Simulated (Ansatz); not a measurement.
Isolated molecules relaxed with PBE0-D4/def2-TZVP in Ansatz; ΔE leaves out vibrations. CBS: MP2 limit from def2 TZ/QZ plus the TZ coupled-cluster correction, frozen cores. This one scheme is used for every species. Functionals use def2-TZVPP. One conformer a species, not always the lowest.

Consider the silylene formation by 1,1-elimination: `CC[SiH](F)F` → `CC[Si]F` + H–F.

```json
{"level": "CAM-B3LYP-D4", "ΔE (kJ/mol)": "362.4"}
{"level": "PBE", "ΔE (kJ/mol)": "333.0"}
{"level": "r2SCAN", "ΔE (kJ/mol)": "372.4"}
{"level": "CAM-B3LYP", "ΔE (kJ/mol)": "359.2"}
{"level": "MP2/def2-SVP", "ΔE (kJ/mol)": "354.1"}
{"level": "CCSD/def2-TZVPP", "ΔE (kJ/mol)": "353.1"}
{"level": "SCS-MP2/def2-QZVPP", "ΔE (kJ/mol)": "363.9"}
{"level": "CCSD/CBS(def2)", "ΔE (kJ/mol)": "355.3"}
```

Question: What does CCSD(T)/CBS give? (Estimate.)

Answer: The calculation gave: +353.2 kJ/mol. The listed levels differ from it by 9.2, -20.2, 19.2, 6.0, 0.9, -0.1, 10.7, 2.1 kJ/mol.

Largest T1 diagnostic among the species: 0.013.

The D4 term adds +5.8 kJ/mol with B3LYP and +3.2 kJ/mol with PBE0; it sums over pairs of atoms, weighted by their polarisabilities, and B3LYP, whose exchange is more repulsive, gets the larger term. From r2SCAN to r2SCAN0 (25 % exact exchange), in def2-TZVPP and without D4, ΔE moves by +4.7 kJ/mol. Leaving LDA and LC-ωPBE aside and taking each functional with its dispersion term where it has one, the values, not all of them listed here, spread over 47.9 kJ/mol, from revPBE-D4 to r2SCAN0-D4. LDA lies +28.4 kJ/mol from PBE without D4.

B3LYP here is the variant with VWN-RPA as its local correlation; programs differ in this.

CCSD(T)/CBS has its own doubt, a few kJ/mol and more with outer-core shells, so smaller differences from it don't rank the levels.
